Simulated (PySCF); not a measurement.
**Relaxation of singlet SeOF₂**

All numbers come from PBE0 in PySCF with Se def2-TZVP, O def2-TZVP, F def2-TZVP; no relativity; density-fitted integrals. A (50,194) grid was used.

A hand-made T-shaped (ligand arrangement 2) start, of C2v symmetry, held to at least that symmetry:

```xyz
4
charge 0 multiplicity 1, angstrom
Se    0.0000    0.0000   -0.2137
O     0.0000    0.0000    1.4263
F     1.7989    0.0000   -0.1509
F    -1.7989    0.0000   -0.1509
```

Optimiser trace:
```json
{"step": "0", "E − E(last) (kJ/mol)": "23.24", "largest gradient (Eh/bohr)": "0.07499"}
{"step": "1", "E − E(last) (kJ/mol)": "1.81", "largest gradient (Eh/bohr)": "0.02463"}
{"step": "2", "E − E(last) (kJ/mol)": "0.24", "largest gradient (Eh/bohr)": "0.00972"}
{"step": "3", "E − E(last) (kJ/mol)": "0.00", "largest gradient (Eh/bohr)": "0.00067"}
{"step": "4", "E − E(last) (kJ/mol)": "0.00", "largest gradient (Eh/bohr)": "0.00002"}
```

It ends at C2v with Se–F 1.814 Å (×2), Se–O 1.577 Å; F–Se–F 170.1°, F–Se–O 94.9° (×2). A frequency run shows 1 imaginary mode, down to 206i cm⁻¹, so it is a saddle point. Other isomers or separated fragments may lie lower.
